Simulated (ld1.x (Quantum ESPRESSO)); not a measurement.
**Which change was made? (N, TM)**

```json
{
  "Element": "N (Z = 7)",
  "Generator": "ld1.x (Quantum ESPRESSO) 7.5",
  "Type": "norm-conserving Troullier–Martins (Kleinman–Bylander form)",
  "Functional": "PBEsol",
  "Relativity": "scalar-relativistic",
  "Frozen core": "[He]",
  "Valence charge": "5",
  "Reference configuration": "2s2 2p1 (charge +2)",
  "Partial waves": "2p (bound): rc 2.25 bohr; 3d channel at 0.05 Ry: rc 2.15 bohr; 2s (bound): rc 1.00 bohr",
  "Local potential": "the s channel",
  "Core correction": "Bessel-smoothed model core inside 0.45 bohr"
}
```

Cutoffs, loose and tight: the cutoffs (Ry, on a coarse ladder) from which the occupation-weighted sum of valence levels, in a spherical-Bessel basis at the reference potential, stays within 10 and 1 mRy of its value at 400 Ry. They do not see the model core or the augmentation charge, which bear on the density cutoff. Test errors are all-electron minus pseudo excitation energies from the reference, over the configurations 2s2 2p3; 2s2 2p2; 2s2 2p0; 2s0 2p5; 2s1 2p3; 2s2 2p3.3; 2s2 2p2.5; variants that change the core or the reference have their own tests.

The base gives: outcome: generated; cutoff, loose: 55 Ry; cutoff, tight: 140 Ry; bound ghosts: none; largest test error (meV): +1243.

(1) After one change the result is: outcome: generated; cutoff, loose: 60 Ry; cutoff, tight: 160 Ry; bound ghosts: none; largest test error (meV): +518. Which change was it?
A. wave 2s (bound): rc 1.00 bohr becomes 2s (bound): rc 1.30 bohr
B. wave 3d channel at 0.05 Ry: rc 2.15 bohr becomes 3d channel at 4.02 Ry: rc 2.15 bohr
C. all radii but the core radius scaled by about 0.79 (s 0.80, p 1.78, d 1.70 bohr)
D. reference 2s2 2p3
E. wave 2p (bound): rc 2.25 bohr becomes 2p (bound): rc 1.42 bohr

Results:

(1) C. The others give: reference 2s2 2p3 → outcome: generated; cutoff, loose: 50 Ry; cutoff, tight: 140 Ry; bound ghosts: none; largest test error (meV): +3698 | wave 2s (bound): rc 1.00 bohr becomes 2s (bound): rc 1.30 bohr → outcome: generated; cutoff, loose: 40 Ry; cutoff, tight: 90 Ry; bound ghosts: none; largest test error (meV): +1320 | wave 3d channel at 0.05 Ry: rc 2.15 bohr becomes 3d channel at 4.02 Ry: rc 2.15 bohr → outcome: generated; cutoff, loose: 55 Ry; cutoff, tight: 140 Ry; bound ghosts: d; largest test error (meV): +1243 | wave 2p (bound): rc 2.25 bohr becomes 2p (bound): rc 1.42 bohr → outcome: generated; cutoff, loose: 60 Ry; cutoff, tight: 140 Ry; bound ghosts: none; largest test error (meV): +219.
